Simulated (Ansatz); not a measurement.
The cluster Hg2F3, relaxed as a doublet with UKS PBE0-D4/def2-SVP in Ansatz, starting from the GFN1-xTB geometry. Force threshold 0.02 eV/Å.

In the def2 sets Hg takes a core potential; there is no spin–orbit coupling. The relaxation made no stability test and no search for a lower SCF solution. The structure comes from a short search, and lower isomers may exist.

Start:

```xyz
5

Hg   -0.8409   -0.5664   -1.1420
Hg    0.5211    0.4071    0.7602
F     0.2851   -0.1489    2.4736
F     1.7458    1.7137    0.4523
F    -1.7110   -1.4055   -2.5441
```

Estimate the energy that the relaxation releases and the steps that it takes.

2.85 eV, in 55 steps; 61 s on 4 threads of Intel Xeon 6975P-C on a shared host. The force fell under the threshold at step 16, but the optimiser went on and released 0.626 eV more. No frequencies were taken in this run, so the end may be a saddle point.

Does the start keep its bonding and symmetry?

Bonds lost: Hg1–Hg2 (atoms count from 1). Point group Cs at the start, Cs at the end, both within 0.05 Å.

Predict the relaxed structure.


Cartesian coordinates in Å:
```
Hg -1.197 -0.967 -1.998
Hg 0.361 0.187 1.055
F 1.585 1.480 1.799
F -0.924 -1.221 0.494
F 0.175 0.522 -1.350
```
Bond lengths (bridged metal pairs left out): 3 × F–Hg 1.93 to 2.13 Å.
